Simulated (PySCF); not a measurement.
**methyl difluoroacetate, C₃H₄F₂O₂**

Geometry:
| atom | x (Å) | y (Å) | z (Å) |
| --- | --- | --- | --- |
| C1 | -1.813 | 0.372 | 0.183 |
| O2 | -0.433 | 0.303 | 0.511 |
| C3 | 0.353 | -0.240 | -0.404 |
| O4 | -0.001 | -0.669 | -1.467 |
| C5 | 1.809 | -0.260 | 0.059 |
| F6 | 1.913 | -0.959 | 1.203 |
| F7 | 2.231 | 0.997 | 0.287 |
| H8 | -2.220 | -0.634 | 0.009 |
| H9 | -2.308 | 0.841 | 1.040 |
| H10 | -1.965 | 0.974 | -0.724 |
| H11 | 2.435 | -0.726 | -0.719 |

Computed with quadratic response CAM-B3LYP/def2-TZVPD first hyperpolarisability, Taylor convention, gas phase in PySCF 2.14.0. Geometry: PBE0-D3(BJ)/def2-SVP.

Question: What is the first hyperpolarisability, and how does it disperse?

Answer: In 10⁻³⁰ esu, Taylor convention; the vector part is βᵢ = ⅓ Σⱼ (βᵢⱼⱼ + βⱼᵢⱼ + βⱼⱼᵢ); β∥ is 3/5 of the vector part along the dipole, the dipole points from − to +:
| process | λ (nm) | β vector norm | β∥ | β HRS | depolarisation ratio |
| --- | --- | --- | --- | --- | --- |
| static β(0;0,0) | ∞ | 0.76 | -0.17 | 0.32 | 4.56 |
| second harmonic β(−2ω;ω,ω) | 1907 | 0.77 | -0.17 | 0.33 | 4.51 |
| Pockels β(−ω;ω,0) | 1907 | 0.76 | -0.17 | – | – |
| second harmonic β(−2ω;ω,ω) | 1064 | 0.82 | -0.17 | 0.35 | 4.40 |
| Pockels β(−ω;ω,0) | 1064 | 0.78 | -0.17 | – | – |

Question: Which lowest excitations, dipole and polarisabilities go with it?

Answer: S1 5.65 eV (f = 0.001); S2 7.85 eV (f = 0.062); S3 8.13 eV (f = 0.101); dipole 1.49 D; isotropic α 47.0 au static, 47.1 au at 1907 nm, 47.3 au at 1064 nm, 47.3 au at 953.5 nm, 48.1 au at 532 nm.
